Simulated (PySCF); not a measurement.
Record of a relaxation.

[GaCl4]- (charge -1).
Bonds: Ga1–Cl2, Ga1–Cl3, Ga1–Cl4, Ga1–Cl5.

Method: PBE0-D3(BJ)/def2-SVP geometry optimisation, gas phase (PySCF 2.14.0); density fitting, grid level 1; the optimiser is geomeTRIC in internal coordinates, started from a GFN2-xTB structure. The frame can shift and turn from step to step; on so coarse a grid that alone can change the energy by a few meV, and forces under 0.02 eV/Å are noise.

Step 0: E = -102432.3477 eV, largest atomic force 0.554 eV/Å
```
atom  x, y, z in Å  |  force x, y, z in eV/Å
Ga1     0.000    0.000    0.000    0.005   0.001   0.014
Cl2     0.010   -0.017    2.171    0.012  -0.006   0.551
Cl3     2.044    0.011   -0.733    0.470  -0.004  -0.164
Cl4    -1.031    1.776   -0.705   -0.249   0.455  -0.194
Cl5    -1.024   -1.770   -0.733   -0.238  -0.446  -0.207
```

Step 1: E = -102432.3812 eV, largest atomic force 0.106 eV/Å
```
atom  x, y, z in Å  |  force x, y, z in eV/Å
Ga1    -0.002    0.000    0.002   -0.008   0.002   0.015
Cl2     0.008   -0.019    2.201   -0.002  -0.003   0.104
Cl3     2.066    0.010   -0.735    0.091  -0.003  -0.025
Cl4    -1.040    1.800   -0.718   -0.043   0.087  -0.042
Cl5    -1.032   -1.792   -0.750   -0.039  -0.083  -0.051
```

Step 2: E = -102432.3824 eV, largest atomic force under 0.02 eV/Å
```
atom  x, y, z in Å  |  force x, y, z in eV/Å
Ga1    -0.004    0.000    0.003   -0.006   0.000   0.009
Cl2     0.001   -0.021    2.209   -0.008  -0.003   0.004
Cl3     2.073    0.009   -0.729    0.009  -0.001   0.006
Cl4    -1.040    1.807   -0.723    0.002   0.003  -0.006
Cl5    -1.031   -1.796   -0.761    0.004   0.000  -0.013
```

Step 3: E = -102432.3824 eV, largest atomic force under 0.02 eV/Å
```
atom  x, y, z in Å  |  force x, y, z in eV/Å
Ga1    -0.004    0.000    0.004   -0.003   0.000   0.005
Cl2    -0.008   -0.024    2.211   -0.011  -0.003  -0.012
Cl3     2.076    0.009   -0.720   -0.005  -0.001   0.011
Cl4    -1.037    1.809   -0.726    0.009  -0.010   0.001
Cl5    -1.028   -1.795   -0.769    0.010   0.014  -0.005
```

Q: Summarise the path.

A: The energy falls by 0.80 kcal/mol from step 0 to step 3; nine tenths of that is first reached at step 1. It never rises by more than 0.2 meV. The largest force goes from 0.554 to under 0.02 eV/Å. Among the bonds Ga1–Cl4 changes most (a near tie, within 0.001 Å, with another), from 2.172 to 2.207 Å; the atoms move by 0.032 Å rms after alignment.

Q: Follow the three bonds and two angles with the largest change from start to end.

A: 
| step | E above end (kcal/mol) | largest force (eV/Å) | Ga1–Cl4 (Å) | Ga1–Cl2 (Å) | Ga1–Cl5 (Å) | Cl3–Ga1–Cl5 (°) | Cl2–Ga1–Cl5 (°) |
| --- | --- | --- | --- | --- | --- | --- | --- |
| 0 | 0.80 | 0.554 | 2.172 | 2.171 | 2.172 | 109.5 | 109.5 |
| 1 | 0.03 | 0.106 | 2.199 | 2.199 | 2.199 | 109.3 | 109.7 |
| 2 | 0.00 | under 0.02 | 2.206 | 2.206 | 2.205 | 109.1 | 109.8 |
| 3 | 0.00 | under 0.02 | 2.207 | 2.207 | 2.206 | 109.0 | 109.9 |

The cost below is that of the whole optimisation. Time: 13 s wall; peak memory 0.41 GiB. Hardware: Intel Xeon 6975P-C, one thread, shared host with 192 logical CPUs at a one-minute load of 63.
